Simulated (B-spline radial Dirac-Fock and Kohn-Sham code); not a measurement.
Model: ΔSCF Dirac-Fock with Breit, self-energy and vacuum polarisation, finite nucleus, configuration average. Program: a radial finite-basis atomic code. Correlation energy is missing from these numbers.

**Question.** An atom or ion in its tabulated ground configuration has these computed binding energies (the last is its least bound level). Which is it?

```tsv
level	binding energy (eV)
K	45636.1
L1	10220.4
L2	9874.8
L3	9377.5
```

**Answer.** Pr⁴⁹⁺: Z = 59 with 10 electrons, [He] 2s2 2p6. The hydrogen-like estimate √(E/Ry) = 57.9 for the K level lies 1.1 below Z (screening lowers it, relativity raises it); the outermost level, at 9377.5 eV, fixes the charge.

**Question.** Identify the element and charge state from the binding energies below (tabulated ground configuration; the least bound level is included).

```tsv
level	binding energy (eV)
K	13541.7
L2	1664.3
L3	1617.7
M3	251.2
M4	134.8
M5	133.8
N2,3	58.32
```

**Answer.** Br⁴⁺: Z = 35 with 31 electrons, [Ar] 3d10 4s2 4p1. The hydrogen-like estimate √(E/Ry) = 31.5 for the K level lies 3.5 below Z; the outermost level, at 58.32 eV, fixes the charge.
